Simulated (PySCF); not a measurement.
**EPR parameters of C6H7O**

Compound: C₆H₇O (doublet state).
Geometry (GFN2-xTB, Å), atoms numbered from 1 in this order:
```
atom  x, y, z in Å
C1    -1.563    1.097    0.265
C2    -0.670   -0.011   -0.171
C3    -1.258   -1.120   -0.972
C4     0.641    0.000    0.154
C5     1.836    0.002    0.448
C6     3.193    0.034    0.800
O7     3.737    0.907    1.451
H8    -2.379    0.706    0.876
H9    -2.016    1.580   -0.603
H10   -1.016    1.839    0.839
H11   -1.697   -0.728   -1.892
H12   -2.062   -1.602   -0.414
H13   -0.508   -1.864   -1.227
H14    3.762   -0.841    0.423
```

The hyperfine couplings belong to this conformer and change with its torsions.

As a line formula: `C[C](C)C#CC=O` [radical].

Computed, not measured: UKS B3LYP, pcH-1 on C H O, non-relativistic, mean-field spin-orbit, GIAO (PySCF). Isolated species at its GFN2-xTB geometry, gas phase. The geometry wasn't refined by DFT: couplings that depend on bond lengths, twists or pyramidal angles can differ widely from those at the functional's own minimum. Stability of the SCF solution: not tested. ⟨S²⟩ is 0.774 where a pure state has 0.75.

| Item | Value |
| --- | --- |
| g1, g2, g3 | 2.00211, 2.00393, 2.00640 |
| g_iso | 2.00415 |
| Form of g | rhombic: the two nearest values differ by 42 % of g3 − g1 |
| ⟨S²⟩ | 0.7739 (exact 0.7500) |
| HOMO–LUMO gap, α and β orbitals | 4.92, 3.69 eV |
| Total energy | -307.99585 Eh |

Hyperfine couplings atom by atom, in MHz; T1 to T3 are the principal values of the dipolar part; ρ(0) is the spin density at the nucleus:

```json
{"atom": "C1", "isotope": "13C", "a_iso": "-22.4", "T1": "-1.3", "T2": "0.5", "T3": "0.8", "Mulliken spin population": "-0.05", "ρ(0) (bohr⁻³)": "-0.0200"}
{"atom": "C2", "isotope": "13C", "a_iso": "55.4", "T1": "-51.0", "T2": "-50.7", "T3": "101.7", "Mulliken spin population": "0.60", "ρ(0) (bohr⁻³)": "0.0493"}
{"atom": "C3", "isotope": "13C", "a_iso": "-22.5", "T1": "-1.3", "T2": "0.5", "T3": "0.8", "Mulliken spin population": "-0.05", "ρ(0) (bohr⁻³)": "-0.0200"}
{"atom": "C4", "isotope": "13C", "a_iso": "-55.3", "T1": "-19.1", "T2": "-0.7", "T3": "19.8", "Mulliken spin population": "-0.21", "ρ(0) (bohr⁻³)": "-0.0492"}
{"atom": "C5", "isotope": "13C", "a_iso": "35.7", "T1": "-36.6", "T2": "-26.8", "T3": "63.4", "Mulliken spin population": "0.45", "ρ(0) (bohr⁻³)": "0.0318"}
{"atom": "C6", "isotope": "13C", "a_iso": "-24.9", "T1": "-7.5", "T2": "1.4", "T3": "6.1", "Mulliken spin population": "-0.06", "ρ(0) (bohr⁻³)": "-0.0222"}
{"atom": "O7", "isotope": "17O", "a_iso": "-15.1", "T1": "-66.8", "T2": "33.2", "T3": "33.6", "Mulliken spin population": "0.22", "ρ(0) (bohr⁻³)": "0.0249"}
{"atom": "H8", "isotope": "1H", "a_iso": "66.0", "T1": "-3.1", "T2": "-2.3", "T3": "5.4", "Mulliken spin population": "0.03", "ρ(0) (bohr⁻³)": "0.0148"}
{"atom": "H9", "isotope": "1H", "a_iso": "66.3", "T1": "-3.1", "T2": "-2.3", "T3": "5.4", "Mulliken spin population": "0.03", "ρ(0) (bohr⁻³)": "0.0148"}
{"atom": "H10", "isotope": "1H", "a_iso": "1.7", "T1": "-2.5", "T2": "-2.3", "T3": "4.8", "Mulliken spin population": "0.00", "ρ(0) (bohr⁻³)": "0.0004"}
{"atom": "H11", "isotope": "1H", "a_iso": "66.1", "T1": "-3.1", "T2": "-2.3", "T3": "5.4", "Mulliken spin population": "0.03", "ρ(0) (bohr⁻³)": "0.0148"}
{"atom": "H12", "isotope": "1H", "a_iso": "65.5", "T1": "-3.1", "T2": "-2.3", "T3": "5.4", "Mulliken spin population": "0.03", "ρ(0) (bohr⁻³)": "0.0147"}
{"atom": "H13", "isotope": "1H", "a_iso": "1.7", "T1": "-2.4", "T2": "-2.4", "T3": "4.9", "Mulliken spin population": "0.00", "ρ(0) (bohr⁻³)": "0.0004"}
{"atom": "H14", "isotope": "1H", "a_iso": "-0.1", "T1": "-3.3", "T2": "-1.6", "T3": "4.9", "Mulliken spin population": "0.00", "ρ(0) (bohr⁻³)": "0.0000"}
```

The Mulliken spin populations are largest on C2 (+0.60), C5 (+0.45), O7 (+0.22) and C4 (-0.21). Three atoms exceed +0.15. The positive populations add up to 1.38 and the negative ones to -0.38, together 2S = 1. The angles at C2 add up to 360.0°, so it is planar.

Axes: g3 points within 7° of the C6–O7 bond.

Under fast tumbling the dipolar parts average out, and these isotropic splittings remain: 3 × 1H (H8/H9/H10, I = 1/2, 4 lines) with 1.59 mT and 3 × 1H (H11/H12/H13, I = 1/2, 4 lines) with 1.58 mT.

Class means assume fast exchange of nuclei equivalent by connectivity; if that motion is slow, each nucleus keeps its own coupling. C1 and C3, with what hangs on them, aren't averaged: C2 is flat or nearly so (angle sum 360°), and its turn about the short C2–C4 bond (1.35 Å) is taken as slow. The three 1H nuclei of mean +44.7 MHz run from 1.7 to 66.3 MHz in the frozen geometry. The three 1H nuclei of mean +44.4 MHz run from 1.7 to 66.1 MHz in the frozen geometry.

The 17O coupling of O7 (-15.1 MHz) shows only in satellite lines or after enrichment, since that isotope makes up about 0.038 % of natural oxygen.

The 13C coupling of C2 (55.4 MHz) shows only in satellite lines or after enrichment, since that isotope makes up about 1.07 % of natural carbon.
